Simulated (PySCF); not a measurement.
Coordinates in bohr (charge 0 multiplicity 2):
```
Hf    0.0000    0.0000    0.2502
O     0.0000    0.0000   -3.0764
H     0.0000    0.0000    4.1355
```

Computed with UPBE0 in PySCF with Hf def2-TZVP with ECP60, O def2-TZVP, H def2-TZVP; scalar-relativistic core potentials, no spin–orbit coupling; density-fitted integrals.

This geometry of HHfO is a stationary point at this level.

Task: What is the point group?

Result: C∞v.

Task: Is it a minimum?

Result: No: it has 2 imaginary modes (one degenerate set), at 502i cm⁻¹ (π).

Task: List the harmonic modes with their infrared intensities.

Result: 
```
symmetry  ω (cm⁻¹)  IR (km/mol, summed over degenerate members)
       π      502i                                            –
      σ+       912                                          198
      σ+      1335                                          114
```

Task: What are the dipole moment and the gap between the highest occupied and lowest empty levels of either spin?

Result: 1.27 D and 2.54 eV.

In C∞v the vibrations span π + 2σ+.

This need not be the most stable arrangement of these atoms. Open d and f shells are described by one determinant, and the ground state may have another occupation or spin. At this level a doublet minimum of Cs symmetry lies 119 kJ/mol below this structure. No spin–orbit coupling is included, which matters more the heavier the element.
